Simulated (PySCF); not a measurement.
**C₆ coefficients of unlike pairs at PW91**

Calculated with PySCF 2.14 from the dipole response of each species, C₆(A,B) = (3/π) ∫ α_A(iu) α_B(iu) du, in atomic units, from isotropic polarisabilities. For ions this is the dispersion term alone; charge-induced terms of lower order in 1/R come first.

```
species      configuration                        basis     relativity  α (bohr³)  C₆ (like pair)
 Cr(3+)      [Ar] 3d3 (4F)  aug-cc-pwCVTZ (10s9p7d4f3g)           none      2.177           5.517
    Pd+      [Kr] 4d9 (2D)  aug-cc-pVTZ-DK (9s8p6d3f2g)  spin-free X2C      11.89           72.97
 Mg(2+)          [Ne] (1S)      dyall-av3z (20s13p6d4f)           none     0.5118          0.6200
 Ar(3+)  [Ne] 3s2 3p3 (4S)      dyall-av3z (19s12p3d2f)  spin-free X2C      3.541           9.640
```

(1) Estimate C₆ for Mg(2+) with Pd+.

No spin-orbit coupling is included.

The other pairs:

```
          pair     C₆
   Ar(3+), Pd+  26.33
Mg(2+), Cr(3+)  1.780
   Pd+, Cr(3+)  19.14
Ar(3+), Cr(3+)  7.068
Ar(3+), Mg(2+)  2.121
```

## Answers

(1) The integral gives 5.699. The combination rule 2 C_A C_B / (C_A α_B/α_A + C_B α_A/α_B) gives 5.158 and the geometric mean 6.726.
